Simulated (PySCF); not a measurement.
SMILES C(c1sc(cc1)C#C)#N (C₇H₃NS) (GFN2-xTB optimised geometry):

```
12

C     -1.966    -3.004     0.003
C     -1.222    -2.059     0.000
C     -0.372    -0.949     0.000
C      1.003    -0.949     0.000
C      1.548     0.339     0.000
C      0.587     1.323     0.000
C      0.792     2.703     0.000
N      0.968     3.838    -0.001
S     -1.020     0.662     0.000
H     -2.602    -3.838     0.002
H      1.585    -1.853     0.000
H      2.602     0.552     0.000
```

Level of theory: PySCF with CAM-B3LYP/def2-TZVP.

**Question.** What are the frontier orbital energies and the dipole moment?

**Answer.** HOMO-2 -10.11 eV, HOMO-1 -9.49 eV, HOMO -8.30 eV, LUMO -1.34 eV, LUMO+1 0.79 eV; dipole moment 4.59 D.

Meta-Löwdin charges at CAM-B3LYP/def2-TZVP: C1 -0.18, C2 -0.04, C3 -0.11, C4 -0.13, C5 -0.11, C6 -0.16, C7 0.11, N8 -0.21, S9 0.35, H10 0.18, H11 0.14, H12 0.15.
